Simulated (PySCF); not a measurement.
## cyclo-(SiF2)3

Geometry:
| atom | x (Å) | y (Å) | z (Å) |
| --- | --- | --- | --- |
| Si1 | -0.291 | 0.917 | -1.032 |
| F2 | 0.023 | 0.755 | -2.606 |
| F3 | -1.006 | 2.362 | -0.963 |
| Si4 | -0.941 | -0.990 | 0.350 |
| F5 | -1.130 | -2.483 | -0.231 |
| F6 | -2.111 | -0.894 | 1.456 |
| Si7 | 1.235 | 0.070 | 0.676 |
| F8 | 2.641 | -0.646 | 0.340 |
| F9 | 1.579 | 0.909 | 2.010 |

Computed, not measured: GIAO mPW1PW91/def2-SVP magnetisability, rotational g tensor and spin-rotation constants, non-relativistic, gas phase (PySCF). Geometry: GFN1-xTB.

(1) Give the nuclear spin-rotation constants along the inertial axes (H = +C I·J) beside the isotropic shieldings.

## Answers

(1) Rotational constants 0.8461, 0.8455, 0.6060 GHz. A star marks the isotopologue with that one atom substituted, in its own axes.
| atom | isotope | Caa (kHz) | Cbb (kHz) | Ccc (kHz) | mean (kHz) | σ (ppm) |
| --- | --- | --- | --- | --- | --- | --- |
| F2 | 19F | 0.818 | 0.818 | 0.648 | 0.761 | 295.8 |
| F3 | 19F | 0.839 | 0.838 | 0.698 | 0.791 | 288.3 |
| F5 | 19F | 0.834 | 0.834 | 0.685 | 0.784 | 290.1 |
| F6 | 19F | 0.824 | 0.823 | 0.659 | 0.769 | 294.0 |
| F8 | 19F | 0.835 | 0.835 | 0.689 | 0.786 | 289.6 |
| F9 | 19F | 0.823 | 0.822 | 0.657 | 0.767 | 294.4 |
| Si1 | 29Si* | -0.603 | -0.376 | -0.402 | -0.460 | 369.7 |

Where two moments of inertia are equal or nearly so, the constants along those axes are given as their average.
For the geometry as given, no vibrational averaging.
